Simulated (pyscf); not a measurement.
**`[CH3][N]([CH3])[AlH][NH2]`, singlet**

Gas-phase minimum from PySCF at ωB97X-D3(BJ)/def2-SVP, one conformer. 

SMILES: [N](C)(C)[AlH][NH2]
```xyz
14

C     -0.2919    -0.3471     1.9544
N     -0.7729    -0.0657     0.6193
C     -2.2126     0.0741     0.5575
Al     0.2775     0.0966    -0.8150
N      2.0386    -0.0909    -0.6692
H      0.8057    -0.4464     1.9659
H     -0.7130    -1.2906     2.3576
H     -0.5580     0.4574     2.6700
H     -2.5775     0.9002     1.2015
H     -2.5407     0.2886    -0.4728
H     -2.7339    -0.8475     0.8876
H     -0.3747     0.4102    -2.2219
H      2.6758    -0.0055    -1.4542
H      2.5652    -0.2943     0.1731
```

Bond lengths (Å): C1–N2 1.447, C1–H6 1.102, C1–H7 1.109, C1–H8 1.109, N2–C3 1.448, N2–Al4 1.785, C3–H9 1.109, C3–H10 1.102, C3–H11 1.109, Al4–N5 1.777, Al4–H12 1.582, N5–H13 1.015, N5–H14 1.014. Bond angles (°): N2–C1–H6 111.0, N2–C1–H7 112.0, N2–C1–H8 112.0, H6–C1–H7 107.3, H6–C1–H8 107.3, H7–C1–H8 106.9, C1–N2–C3 112.9, C1–N2–Al4 124.3, C3–N2–Al4 122.8, N2–C3–H9 112.0, N2–C3–H10 110.8, N2–C3–H11 112.0, H9–C3–H10 107.5, H9–C3–H11 106.9 (the first ones only).

Properties at ωB97X-D3(BJ)/def2-SVP:

* **Harmonic wavenumbers, unscaled**: 67, 146, 178, 223, 255, 276, 325, 356, 408, 519, 580, 631, 741, 851, 1042, 1100, 1121, 1178, 1266, 1331, 1445, 1462, 1469, 1472, 1495, 1514, 1542, 1973, 2991, 2997, 3047, 3055, 3132, 3134, 3627, 3713 cm⁻¹
* **Zero-point energy**: 72.4 kcal/mol
* **Rotational symmetry number**: 1
* **Entropy of this conformer at 298 K and 1 atm, rigid rotor and harmonic oscillator, modes under 100 cm⁻¹ raised to 100**: 357.4 J/(mol K)
* **Dipole moment**: 1.19 D

Single-point totals, which compare only within one level:

| level | total energy (hartree) |
|---|---|
| ωB97X-D3(BJ)/def2-TZVP | -433.81272 |
| PBE/def2-TZVP | -433.30603 |
| r²SCAN/def2-TZVP | -433.55621 |
| B3LYP-D3(BJ)/def2-TZVP | -433.74892 |
| PBE0-D3(BJ)/def2-TZVP | -433.36062 |
| M06-2X/def2-TZVP | -433.59060 |
| ωB97M-D3(BJ)/def2-TZVP | -433.78882 |

Soft torsions are taken as harmonic, which can shift the entropy by several J/(mol K).
